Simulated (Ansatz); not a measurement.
Reaction (redistribution): `O[SiH2][Si](O)(F)F` + `B[SiH](O)[SiH3]` → `O[SiH2][SiH](O)F` + `B[Si](O)(F)[SiH3]`

Isolated molecules relaxed with PBE0-D4/def2-TZVP in Ansatz; ΔE leaves out vibrations. CCSD(T)/CBS is the MP2 limit (def2-TZVPP, def2-QZVPP) plus CCSD(T) − MP2 in def2-TZVPP, frozen cores. DFT in def2-TZVPP. Each species was taken in one conformer, which may not be the lowest.

`O[SiH2][Si](O)(F)F`:

Z-matrix (Å, degrees):
```
Si
Si 1 2.342
O 1 1.649 2 110.5
H 1 1.489 2 107.8 3 123.0
H 1 1.481 2 110.4 3 -117.5
F 2 1.597 1 109.4 3 -46.5
O 2 1.622 1 109.9 3 -167.9
F 2 1.593 1 113.2 3 69.1
H 3 0.958 1 117.9 2 54.5
H 7 0.959 2 120.6 1 -172.7
```

`B[SiH](O)[SiH3]`:

Cartesian coordinates in Å:
```
B -0.055 2.006 0.015
Si 0.743 0.205 -0.224
O 1.089 -0.127 -1.812
Si -0.865 -1.293 0.645
H -0.464 2.672 -0.889
H -0.215 2.410 1.130
H 1.957 0.026 0.632
H 1.446 -0.994 -2.010
H -2.212 -1.065 0.055
H -0.461 -2.695 0.335
H -0.962 -1.145 2.123
```

`O[SiH2][SiH](O)F`:

Z-matrix (Å, degrees):
```
Si
Si 1 2.352
O 1 1.663 2 99.7
H 1 1.490 2 114.4 3 -118.9
H 1 1.492 2 113.0 3 118.0
F 2 1.602 1 108.9 3 100.6
O 2 1.635 1 105.6 3 -18.6
H 2 1.480 1 117.9 3 -138.7
H 3 0.958 1 118.7 2 -177.8
H 7 0.962 2 115.4 1 24.7
```

`B[Si](O)(F)[SiH3]`:

```xyz
11

B    -0.484    1.627   -1.192
Si   -0.155    0.559    0.470
O     1.188    1.132    1.226
F    -1.390    0.634    1.501
Si    0.082   -1.734   -0.060
H    -1.592    1.851   -1.579
H     0.432    1.958   -1.885
H     1.487    0.681    2.017
H     1.134   -1.921   -1.095
H     0.490   -2.479    1.165
H    -1.193   -2.309   -0.568
```

(1) Is it downhill or uphill in electronic energy at CCSD(T)/CBS, and by how much? (Best estimate.)

(2) What do these levels give: r2SCAN-D4, PBE0, SCS-MP2/def2-TZVPP, CCSD/def2-TZVPP, SCS-MP2/def2-QZVPP, HF/CBS(def2)? (Best estimate.)

Largest T1 diagnostic among the species: 0.014.

Answers

(1) Computed: Uphill: ΔE = +0.21 eV.

(2) Ansatz gave: r2SCAN-D4 0.25, PBE0 0.24, SCS-MP2/def2-TZVPP 0.20, CCSD/def2-TZVPP 0.22, SCS-MP2/def2-QZVPP 0.20, HF/CBS(def2) 0.22 eV.
